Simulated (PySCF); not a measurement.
Molecule: Al₂H₄ (charge 0, singlet). 
Geometry from a B3LYP-D3(BJ)/def2-TZVP (Ansatz) optimisation:
```
Al
H 1 1.5905
H 1 1.5905 2 116.05
Al 1 2.5886 2 121.97 3 180.00
H 4 1.5905 1 121.97 2 -90.00
H 4 1.5905 5 116.05 1 180.00
```

Dispersion corrections to the total energy (kcal/mol) from the dftd3 and dftd4 libraries through PySCF: D3(BJ) without and D4 with the three-body term, each with the damping fitted for the functional named.

```
functional  D3(BJ)     D4
----------  ------  -----
BP86         -3.25  -2.43
B2GP-PLYP    -2.45  -0.75
r2SCAN         ___  -0.40
CAM-B3LYP    -1.64    ___
PBE          -1.68  -1.74
HSE06        -1.39    ___
LC-wPBE      -1.86  -1.98
```

**Question.** Fill in the missing entries.

**Answer.** 
- r2SCAN, D3(BJ): -0.48
- CAM-B3LYP, D4: -1.55
- HSE06, D4: -1.41
